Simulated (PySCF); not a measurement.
TiF3, SMILES [Ti]([F])([F])[F] (connectivity only; charge and spin as stated), neutral, multiplicity 2.

Geometry optimised at PBE0-D3(BJ)/def2-SVP. The multiplicity is an assumed one; other spin states were not compared. The isomer is the one that the SMILES or the coordinates give; other isomers of the formula were not compared.

Calculation: ωB97X/def2-TZVPD in PySCF.

Isolated molecule, no solvent.

Computed frontier levels, dipole moment and polarisability:
```json
{
 "α spin, highest occupied and lowest empty level": "-9.57 and 0.10 eV",
 "β spin, highest occupied and lowest empty level": "-14.48 and -1.03 eV",
 "dipole_moment": "0.00 D",
 "quadrupole, principal values (traceless, Buckingham form, about the centre of nuclear charge)": "-4.18, -4.18, 8.36 D·Å",
 "mean_static_polarisability": "31.0 bohr³ (4.60 Å³)",
 "polarisability_principal_values": "29.4, 31.9, 31.9 bohr³",
 "⟨S²⟩": "0.751 (pure state 0.75)"
}
```
